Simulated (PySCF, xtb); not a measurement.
cyclotrisilazane (H9N3Si3), SMILES N1[SiH2]N[SiH2]N[SiH2]1.

Coordinates come from a B3LYP-D3(BJ)/def2-SVP optimisation.

Method: C-PCM-ωB97X/def2-SVP (PySCF 2.14.0).

The values are the electrostatic part of the solvation free energy, E(continuum) − E(gas) at the gas-phase geometry, in a cavity of scaled van der Waals radii (PySCF's table); cavitation and dispersion terms are not included. In vacuum the orbital gap is 12.44 eV. The dipole moment in vacuum is 0.78 D.

```tsv
solvent	ε	ΔG(elec) (kcal/mol)	dipole (D)	gap (eV)
water	78.36	-3.9	1.05	12.50
diethylether	4.24	-2.9	0.98	12.49
ethanol	24.85	-3.8	1.04	12.50
```

For comparison, GFN2-xTB/ALPB(water) (xtb, at the GFN2-xTB geometry, all terms of that model) gives -0.6 kcal/mol.
